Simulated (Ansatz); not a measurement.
`CO[SiH](O)[SiH3]` + PH₃ → `O[SiH]([SiH3])P` + CH₃OH  (ligand exchange at the Si–O bond)

Calculated with Ansatz (gas phase, PBE0-D4/def2-TZVP geometries, no zero-point term in ΔE). CBS: MP2 limit from def2 TZ/QZ plus the TZ coupled-cluster correction, frozen cores. This one scheme is used for every species. DFT in def2-TZVPP. B3LYP here is the variant with VWN-RPA as its local correlation; programs differ in this. One conformer a species, not always the lowest.

`CO[SiH](O)[SiH3]`:

```xyz
13

C     1.712    1.414    0.698
O     1.037    0.301    0.152
Si   -0.589    0.234   -0.056
O    -1.424    0.247    1.366
Si   -0.945   -1.735   -1.274
H     2.779    1.297    0.504
H     1.374    2.351    0.241
H     1.555    1.477    1.779
H    -1.056    1.474   -0.732
H    -1.355   -0.527    1.927
H    -0.588   -2.917   -0.439
H    -0.120   -1.759   -2.511
H    -2.379   -1.856   -1.654
```

PH₃:

Z-matrix (Å, degrees):
```
P
H 1 1.420
H 1 1.420 2 93.1
H 1 1.420 2 93.1 3 93.3
```

`O[SiH]([SiH3])P`:

```xyz
11

O    -0.222   -1.450    1.528
Si   -0.607   -0.478    0.247
Si    1.316   -0.314   -1.069
P    -1.361    1.522    0.983
H    -0.899   -1.593    2.192
H    -1.746   -1.040   -0.541
H     1.793   -1.641   -1.542
H     2.400    0.345   -0.291
H     0.999    0.532   -2.252
H    -0.078    2.123    1.082
H    -1.594    1.995   -0.336
```

CH₃OH:

```xyz
6

C     0.304    0.146    0.115
O    -0.739   -0.800    0.052
H     0.998   -0.195    0.884
H    -0.053    1.144    0.397
H     0.855    0.224   -0.831
H    -1.365   -0.519   -0.618
```

```tsv
level	ΔE (kJ/mol)	difference from CCSD(T)/CBS
PBE-D4	68.6	-15.9
r2SCAN-D4	81.9	-2.6
PBE0-D4	71.9	-12.6
B3LYP-D4	87.3	2.8
ωB97M-V	88.7	4.2
r2SCAN	82.0	-2.5
HF/def2-TZVPP	104.0	19.5
MP2/def2-QZVPP	86.6	2.1
SCS-MP2/def2-QZVPP	91.4	6.9
MP2/CBS(def2)	84.4	-0.1
CCSD(T)/CBS	84.5	0
```

Largest T1 diagnostic among the species: 0.014.

From PBE to PBE0 (25 % exact exchange), in def2-TZVPP and without D4, ΔE moves by +3.3 kJ/mol. In def2-TZVPP, CCSD(T) changes the Hartree–Fock value by −15.2 kJ/mol (the triples alone add −2.6 kJ/mol) and MP2 by −15.3 kJ/mol.
